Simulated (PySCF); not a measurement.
Coordinates in bohr (charge 0 multiplicity 4):
```
Ru   -0.3346    0.0000    0.0000
Cl    3.7485    0.0000    0.0000
Cl   -1.3939    4.0219    0.0000
Cl   -1.3939   -4.0219    0.0000
```

These are results of UPBE0/[Ru def2-TZVP with ECP28, Cl def2-TZVP], scalar-relativistic core potentials, density fitting, no spin–orbit coupling, PySCF, not measurements.

This geometry of RuCl₃ is a stationary point at this level.

Question: What is the point group?

Answer: C2v.

Question: Is it a minimum?

Answer: Yes: all harmonic wavenumbers are real.

Question: Give the atomic charges and bond orders.

Answer: 
| atom | Mulliken | Löwdin | polar tensor | spin (Mulliken) | Mayer order to Ru1 |
| --- | --- | --- | --- | --- | --- |
| Ru1 | 0.90 | -0.28 | 1.40 | 2.44 | – |
| Cl2 | -0.27 | 0.15 | -0.39 | 0.18 | 1.18 |
| Cl3,4 | -0.32 | 0.06 | -0.51 | 0.19 | 1.06 |

Question: Give the ideal-gas entropy at 298.15 K and 1 bar by parts.

Answer: translation 175.4, rotation 114.1, vibration 56.5, spin 11.5; total 357.4 J/(mol K).

Question: What is the atomisation energy, with and without zero-point energy?

Answer: 982 kJ/mol without, 973 kJ/mol with.

Other isomers or separated fragments may lie lower. With open d or f shells other occupations or spin states may lie lower.
